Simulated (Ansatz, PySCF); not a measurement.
This PySCF input computes a B3LYP/def2-TZVPD energy:

```python
from pyscf import gto, scf, dft

mol = gto.M(
    atom='''
    B     0.94978777   -0.02916761   -0.10003943
    C    -0.58452339   -0.07107668   -0.00923838
    H     1.69160790    0.79740755    0.33312697
    H    -1.04201850    0.91001100   -0.18700148
    H    -1.07959224   -0.81779340   -0.63116826
    H    -0.81179566   -0.31732705    1.04067027
    ''',
    basis='def2-tzvpd',
    charge=0,
    spin=1,
    verbose=4,
)

mf = dft.UKS(mol, xc='b3lyp').density_fit(auxbasis='def2-universal-jkfit')
mf.grids.level = 3
mf.conv_tol = 1e-9
mf.max_cycle = 100
mf.max_memory = 1500
mf.kernel()
if not mf.converged:
    mf = mf.newton()
    mf.kernel(mf.make_rdm1())
for _ in range(2):
    mo, _, stable, _ = mf.stability(return_status=True)
    if stable:
        break
    mf.kernel(mf.make_rdm1(mo, mf.mo_occ))
mf.analyze()
```

Write an input for the same energy in Ansatz (a quantum-chemistry and plane-wave program) and say what it gives.


Ansatz 0.2 input:
```yaml
crystal:
  periodic: [false, false, false]
  atoms:
    - {symbol: B, position_ang: [0.94978777, -0.02916761, -0.10003943]}
    - {symbol: C, position_ang: [-0.58452339, -0.07107668, -0.00923838]}
    - {symbol: H, position_ang: [1.69160790, 0.79740755, 0.33312697]}
    - {symbol: H, position_ang: [-1.04201850, 0.91001100, -0.18700148]}
    - {symbol: H, position_ang: [-1.07959224, -0.81779340, -0.63116826]}
    - {symbol: H, position_ang: [-0.81179566, -0.31732705, 1.04067027]}
basis:
  gaussian:
    orbitals: def2-TZVPD
hamiltonian:
  xc: {name: B3LYP}
magnetization: {spin_polarized: true, initial_magnetization: 1}
output: {forces: true}
```
It gives -65.29958 Eh, and PySCF -65.29963 Eh, a difference of 0.05 mEh, from the treatment of integrals and grids.

It need not be the lowest isomer of its formula.
